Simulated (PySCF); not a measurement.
# MgBr and its ions

UHF-MP2; basis Mg aug-pcseg-1, Br aug-pcseg-1; no relativity; PySCF 2.14. Neutral (UHF): doublet (σ ↑), Re = 2.435 Å, ωe = 345 cm⁻¹, De = 2.98 eV.

MgBr⁻ (RHF): singlet (closed shell), Re = 2.693 Å, ωe = 200 cm⁻¹, De = 0.85 eV to Mg + Br⁻. The energies at the minima are -2771.88527 hartree for MgBr and -2771.93450 for MgBr⁻.

Q: Work out the adiabatic electron affinity, without and with harmonic zero-point energies (1 hartree = 27.2114 eV, 1 eV = 8065.5 cm⁻¹), and the change of the bond length.

A: At MP2: 0.04923 hartree = 1.340 eV between the minima; the zero-point term (345.0 − 200.0)/2 cm⁻¹ = +0.009 eV makes it 1.349 eV. Re changes by +25.8 pm against the neutral. The electron enters a σ orbital, and the ion is left as a loose complex of an ion and an atom.

Correlated steps freeze 10 core orbitals. Correlated levels converge slowly with the basis: in double zeta they bind strong bonds too weakly, by up to about 1 eV, and carry superposition errors of some tenths. For an ion De counts to the pair picked by the measured ionisation energies or electron affinities, which need not be the lowest pair at this level. States were picked by a PBE0 search and need not be the measured ground states.

Neutral and ion stand on different kinds of reference determinant, which adds to the error of the difference.
